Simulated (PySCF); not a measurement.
**Level sweep**

C3H7NOSi.
Z-matrix (Å and degrees, PBE0-D3(BJ)/def2-SVP geometry), rows numbered from 1:
```
C 
N   1  1.2660
C   2  1.3988  1  121.98
C   3  1.3420  2  125.70  1    40.43
O   3  1.3451  2  111.83  1  -143.52
Si  5  1.6973  3  121.91  2   -10.17
H   1  1.1052  2  123.03  3     2.14
H   1  1.0980  2  119.12  3  -177.92
H   4  1.0896  3  119.83  2   175.04
H   4  1.0893  3  120.72  2    -2.42
H   6  1.4889  5  102.46  3  -178.29
H   6  1.4903  5  112.32  3    64.76
H   6  1.4893  5  111.92  3   -60.79
```

PySCF, dipoles from the SCF density, polarisabilities from static response with core orbitals frozen. One conformer (not necessarily the lowest) at the PBE0-D3(BJ)/def2-SVP geometry, without solvent, vibrations or thermal averaging.

Problem. How do dipole and polarisability depend on functional and basis here?

Solution. 

```csv
level,μ (D),α (Å³),anisotropy (Å³)
LDA/def2-SVPD,2.014,12.35,5.39
PBE/def2-SVPD,1.969,12.15,5.34
B3LYP/def2-SVPD,2.139,11.73,4.96
PBE0/def2-SVPD,2.158,11.63,4.91
BHandHLYP/def2-SVPD,2.345,11.26,4.60
CAM-B3LYP/def2-SVPD,2.261,11.51,4.75
wB97X-D/def2-SVPD,2.241,11.53,4.71
LC-wPBE/def2-SVPD,2.331,11.24,4.61
HF/def2-SVPD,2.641,10.84,4.25
PBE0/6-31G*,2.113,9.39,5.51
PBE0/def2-SVP,2.172,10.04,5.21
PBE0/6-31+G*,2.202,10.89,4.77
PBE0/aug-cc-pVDZ,2.091,11.94,4.90
PBE0/def2-TZVP,2.132,11.21,5.03
PBE0/def2-TZVPD,2.135,11.85,4.90
```

The anisotropy is √(½[(α1 − α2)² + (α2 − α3)² + (α3 − α1)²]). The dipole runs from 1.97 D (PBE/def2-SVPD) to 2.64 D (HF/def2-SVPD). No reference polarisability is at hand; against PBE0 in the largest diffuse basis at hand (def2-TZVPD) the other PBE0 rows deviate by 6-31G* -21%, def2-SVP -15%, 6-31+G* -8%, def2-SVPD -2%, aug-cc-pVDZ +1%, def2-TZVP -5%. In one basis (def2-SVPD) the functionals order the polarisability from HF (lowest) to LDA (highest), a spread of 14%. With PBE0 the polarisability is 10.21 Å³ without diffuse functions (mean of 6-31G*, def2-SVP and def2-TZVP) and 11.58 Å³ with them (mean of 6-31+G*, def2-SVPD, aug-cc-pVDZ and def2-TZVPD).
